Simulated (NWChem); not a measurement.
System meant: CuH₂OI; SMILES [OH2]->[Cu][I]

Here is an NWChem input.

```
start job
memory heap 200 mb stack 900 mb global 1100 mb
geometry units angstroms noautoz
  Cu     0.000585     1.128781    -0.000233
  I     -0.001282    -1.255654    -0.038576
  O      0.002158     3.100306     0.084465
  H      0.778034     3.519553     0.476744
  H     -0.765934     3.519500     0.491829
end
basis spherical
  * library def2-svp
end
dft
  xc xpbe96 cpbe96
  iterations 150
  mulliken
end
task dft energy
```

End of the output:

```
             Grid Information
             ----------------
          Grid used for XC integration:  medium
          Radial quadrature: Mura-Knowles
          Angular quadrature: Lebedev.
          Tag              B.-S. Rad. Rad. Pts. Rad. Cut. Ang. Pts.
          ---              ---------- --------- --------- ---------
          Cu                  1.35      112           9.0       590
          I                   1.40      123          12.0       590
          O                   0.60       49          11.0       434
          H                   0.35       45          12.0       434
          Grid pruning is: on
          Number of quadrature shells:   329
          Spatial weights used:  Erf1

          Convergence Information
          -----------------------
          Convergence aids based upon iterative change in
          total energy or number of iterations.
          Levelshifting, if invoked, occurs when the
          HOMO/LUMO gap drops below (HL_TOL):  1.00D-02
          DIIS, if invoked, will attempt to extrapolate
          using up to (NFOCK): 10 stored Fock matrices.

                    Damping( 0%)  Levelshifting(0.5)       DIIS
                  --------------- ------------------- ---------------
          dE  on:    start            ASAP                start
          dE off:    2 iters        150 iters           150 iters

      Screening Tolerance Information
      -------------------------------
          Density screening/tol_rho:  1.00D-10
          AO Gaussian exp screening on grid/accAOfunc:  14
          CD Gaussian exp screening on grid/accCDfunc:  20
          XC Gaussian exp screening on grid/accXCfunc:  20
          Schwarz screening/accCoul:  1.00D-08

      Superposition of Atomic Density Guess
      -------------------------------------

      charge =      53.0 I (Iodine)

      symmetry species            s     p     d     f
      number of basis functions =10     7     6
      number of cont. functions = 4     4     2
      number of closed shells   = 5     3     2
      number of open shells     = 0     1     0
      open shell occupation     = 0     5     0
 ------------------------------------------------------------------------
 atomscf:atomd: error in atom scf                   0
 ------------------------------------------------------------------------
 ------------------------------------------------------------------------
  current input line :
    18: task dft energy
 ------------------------------------------------------------------------
 ------------------------------------------------------------------------
 This error has not yet been assigned to a category
 ------------------------------------------------------------------------
 For more information see the NWChem manual at https://nwchemgit.github.io

0:atomscf:atomd: error in atom scf:Received an Error in Communication
```

Problem. Find the fault in this run and fix the input.

Solution. The program stopped with an error. Cause: the def2 basis of a heavy element holds valence functions alone and wants its effective core potential (without it all electrons must fit into that basis). This input runs:
```
start job
memory heap 200 mb stack 900 mb global 1100 mb
geometry units angstroms noautoz
  Cu     0.000585     1.128781    -0.000233
  I     -0.001282    -1.255654    -0.038576
  O      0.002158     3.100306     0.084465
  H      0.778034     3.519553     0.476744
  H     -0.765934     3.519500     0.491829
end
basis spherical
  Cu library def2-svp
  I library def2-svp
  O library def2-svp
  H library def2-svp
end
ecp
  I library def2-ecp
end
dft
  xc xpbe96 cpbe96
  iterations 150
  mulliken
end
task dft energy
```
It converges to -2014.07856 Ha (PBE/def2-SVP with def2 effective core potentials on I).
